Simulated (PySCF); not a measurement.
Al(H)(Me)(SiH3) (CH7AlSi), SMILES [CH3][AlH][SiH3]. Atoms are numbered in the order given.

```xyz
10

Al    -0.4379     0.1247    -0.7559
H     -1.1927    -0.6569    -1.9211
C     -0.3274     2.0777    -0.8410
H      0.1647     2.3996    -1.7764
H      0.2214     2.5276     0.0016
H     -1.3386     2.5227    -0.8616
Si     0.5383    -1.1741     1.0711
H      1.1935    -0.3173     2.1092
H      1.5759    -2.1270     0.5601
H     -0.5020    -1.9996     1.7651
```

Geometry optimised at ωB97X-D3(BJ)/def2-SVP.

Method: CAM-B3LYP/def2-TZVPD (PySCF).

Isolated molecule, no solvent.

```
Property                                                                                                        Value
---------------------------------------------------------------------------------------------  ----------------------
total energy                                                                                       -574.23483 hartree
highest occupied level                                                                                       -8.63 eV
lowest empty level                                                                                           -0.78 eV
orbital gap                                                                                                   7.85 eV
dipole moment                                                                                                  1.00 D
quadrupole, principal values (traceless, Buckingham form, about the centre of nuclear charge)  -4.55, -2.29, 6.84 D·Å
mean static polarisability                                                                      75.8 bohr³ (11.23 Å³)
polarisability, principal values                                                               62.5, 72.8, 92.1 bohr³
```
